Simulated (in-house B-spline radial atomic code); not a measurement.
## LDA VWN5 excitations of Sn III (Sn2+)

Method: LDA VWN5. Computed with a B-spline radial code for spherical atoms: linear response of the closed shell [Kr] 4d10 5s2 with the functional's adiabatic kernel; scalar-relativistic (spin-free one-electron X2C), finite nucleus, no spin-orbit coupling, no double excitations, S, P, D and F terms only; shells from n = 3 respond. Only terms of natural parity with L up to 3 were computed.

Command:
```bash
python run_td.py task.json out
```
Settings (radii: box in bohr, nucleus in fm):
```
Z                        50
electrons                48
configuration            [Kr] 4d10 5s2
hamiltonian              x2c
method                   lda,vwn
box_radius               29.48
rms_radius               4.6519
intervals                73
```

Run time, properties included: 2.6 s on 1 thread of Arm Neoverse N1, with other jobs on the host.

The lowest states, in the order of their Tamm-Dancoff energies; the method's threshold (minus the highest occupied level) is 26.514 eV. Labels give the largest channel, * marks a mixed state, and oscillator strengths are full-response dipole values. Semilocal kernels can invert the small singlet-triplet splittings of Rydberg terms. Energies in eV:

| state | full response | Tamm-Dancoff | oscillator strength |
| --- | --- | --- | --- |
| 5s → 5p 3P | 7.510 | 7.570 | - |
| 5s → 5p 1P | 10.134 | 10.598 | 1.56 |
| 5s → 6s 3S | 17.438 | 17.442 | - |
| 5s → 5d 3D | 17.527 | 17.536 | - |
| 5s → 6s 1S | 17.779 | 17.803 | - |
| 5s → 5d 1D | ? | ? | - |
| 5s → 6p 3P | 19.766 | 19.770 | - |
| 5s → 6p 1P | 19.871 | 19.915 | 0.0073 |
| 5s → 4f 1F | 22.049 | 22.053 | - |
| 5s → 4f 3F | 22.111 | 22.115 | - |
| 5s → 7s 3S | 22.163 | 22.164 | - |
| 5s → 7s 1S | ? | ? | - |
| 5s → 6d 3D | 22.478 | 22.479 | - |
| 5s → 6d 1D | 22.539 | 22.542 | - |

Q: Where does 5s → 7s 1S lie?

A: At 22.251 eV in full response, 22.257 eV in Tamm-Dancoff.

Q: Where does 5s → 5d 1D lie?

A: At 17.817 eV in full response, 17.829 eV in Tamm-Dancoff.

Q: How large is the singlet-triplet splitting of 5s → 5p (P terms) in Tamm-Dancoff?

A: 3.03 eV, from the unrounded values.

Q: What polarisabilities and dispersion coefficient does the method give?

A: Dipole 14.4 bohr³, quadrupole 52.89 bohr⁵, C6 80.85 hartree·bohr⁶ for two such species.
